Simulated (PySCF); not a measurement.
Ionisation energy of P(2+) by level of theory

P(2+) [Ne] 3s2 3p1 (2P) → P(3+) [Ne] 3s2 (1S), as a difference of total energies. Computed with PySCF 2.14 in aug-cc-pCVTZ-DK with one added diffuse shell each of s, p, d, f type (9s8p6d4f, 91 functions), with scalar relativity by spin-free X2C-1e. Correlated levels: valence: [Ne] frozen; valence and next inner shell: 1s2 frozen; nothing frozen. The calculations carry no spin-orbit coupling.

Order these methods by the ionisation energy they give, lowest first.
A. MP2 (valence and next inner shell)
B. M06-L
C. UHF
D. MP2 (valence)

C (29.573 eV), D (29.874 eV), A (29.904 eV), B (30.076 eV).

A first-order spin-orbit estimate (lowest level to lowest level, LS coupling) adds 0.041 eV.

Errors of the correlated levels include the incompleteness of this basis and the frozen core.

For comparison: 30.203 eV (measured; NIST Atomic Spectra Database, ionization energies).
